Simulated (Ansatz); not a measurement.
Geometry optimisation, UKS PBE/def2-SVP in Ansatz 0.2.0.

The input (input.yaml):

```yaml
crystal:
  periodic: [false, false, false]
  atoms:
    - { symbol: Si, position_ang: [-1.2014, 0.3837, -1.3406] }
    - { symbol: Cl, position_ang: [-0.5102, -1.9363, -0.7454] }
    - { symbol: H, position_ang: [-0.0955, 0.2059, -2.2668] }
    - { symbol: H, position_ang: [-2.4891, -0.2194, -1.0189] }
    - { symbol: H, position_ang: [-1.6349, 1.7725, -1.6726] }
    - { symbol: H, position_ang: [0.7168, 0.1989, 0.8474] }
    - { symbol: "N", position_ang: [-0.303, 0.9878, 0.4814] }
    - { symbol: H, position_ang: [0.8434, -1.6014, 0.3183] }
    - { symbol: "N", position_ang: [1.5777, -0.8, 1.0886] }
    - { symbol: H, position_ang: [-0.0055, 1.9477, 0.3886] }
    - { symbol: H, position_ang: [-1.0061, 0.935, 1.204] }
    - { symbol: H, position_ang: [2.4994, -0.708, 0.6904] }
    - { symbol: H, position_ang: [1.6084, -1.1666, 2.0255] }
magnetization:
  spin_polarized: true
basis:
  gaussian: { orbitals: def2-SVP }
hamiltonian:
  xc: pbe
relax:
  f_tol: 0.15
  max_steps: 25
  restrain:
    - { distance: [0, 6], at: 3.12, k: 30.0 }
    - { distance: [5, 8], at: 2.32, k: 30.0 }
    - { distance: [7, 1], at: 2.63, k: 30.0 }
    - { distance: [0, 1], at: 2.13, k: 30.0 }
    - { distance: [5, 6], at: 1.02, k: 30.0 }
    - { distance: [7, 8], at: 1.02, k: 30.0 }
```

Command:

```bash
$ ansatz run input.yaml --threads 4 --pin off --max-ram 5120MiB --backend cpu --events-out ev --progress --plain --runs-dir out
```

Problem. Where does it end, and by what steps?

Solution. The run converged. The restraints hold the end off the free minimum. After 20 steps the energy has fallen by 0.888 eV (the restraints' own energy left out); H4 moved furthest, 1.69 Å. Parted: Si1–N7. Joined: H6–N7, H8–N9.

```csv
step,energy less start (eV),largest force component (eV/Å),accepted
0,0.0000,2.794,yes
1,0.2763,2.954,yes
2,1.5656,5.183,yes
3,1.4244,2.381,yes
4,0.9833,0.818,yes
5,0.5297,0.778,yes
6,0.0760,0.643,yes
7,-0.2730,0.554,yes
8,-0.4656,0.701,yes
9,-0.5237,0.886,yes
10,-0.5919,0.719,yes
11,-0.6738,0.618,yes
12,-0.7502,0.455,yes
13,-0.8001,0.428,yes
14,-0.8340,0.519,yes
15,-0.8733,0.394,yes
16,-0.8675,0.519,no
17,-0.8774,0.406,yes
18,-0.8797,0.397,yes
19,-0.8822,0.401,yes
20,-0.8879,0.382,yes
```

```xyz
13
Properties=species:S:1:pos:R:3
Si -1.432 0.094 -1.456
Cl -1.464 -1.543 -0.110
H -0.027 0.419 -1.855
H -2.178 -0.388 -2.667
H -2.168 1.263 -0.880
H 0.617 0.466 0.785
N 0.091 1.321 0.988
H 1.042 -1.619 0.689
N 1.993 -1.394 0.999
H 0.098 1.930 0.165
H -0.878 1.062 1.197
H 2.403 -0.775 0.289
H 1.904 -0.836 1.857
```

Whether the end is a true minimum wasn't checked by a vibrational analysis.

Run time: 63 s on 4 threads of Arm Neoverse N1, on a shared host, peak memory 0.19 GiB.
